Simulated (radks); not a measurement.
The numbers below are computed, except where a source is named.
K II, 18 electrons, occupied as [Ar] (the NIST ground configuration).

Code: a radial shooting solver on a logarithmic mesh with Libxc functionals. Model: Dirac Kohn-Sham, PBEsol, spin-unpolarised, spherical densities, finite nucleus; Fermi nuclear charge, rms radius 3.4349 fm.

Energy parts (Ry):
| part | energy |
|---|---|
| total | -1202.26395 |
| kinetic | 1210.42178 |
| electron-nucleus | -2856.21839 |
| Hartree | 508.40970 |
| exchange-correlation | -64.87705 |

Orbitals (lengths in bohr, moments of r in powers of bohr; r(90%) holds 90 % of the orbital's charge):
orbital,occ.,eigenvalue (Ry),r(90%),small-component weight
1s1/2,2,-258.9267,0.145,4.59e-03
2s1/2,2,-26.38019,0.605,7.54e-04
2p1/2,2,-21.15915,0.578,7.33e-04
2p3/2,4,-20.94699,0.581,7.27e-04
3s1/2,2,-3.03802,1.91,1.36e-04
3p1/2,2,-1.83800,2.21,1.09e-04
3p3/2,4,-1.81818,2.23,1.08e-04

The highest occupied level is 3p3/2 at -24.738 eV. The electron density at the nucleus is 5175 e/bohr^3. The density falls to 0.001 e/bohr^3 at r = 3.31 bohr. For comparison, the ionisation energy in NIST's Atomic Spectra Database is 31.625 eV (measured). In exact Kohn-Sham theory the highest level is minus the ionisation energy, but local and semilocal functionals leave it too shallow, through self-interaction and a potential that decays too fast; potentials with the right tail come closer.
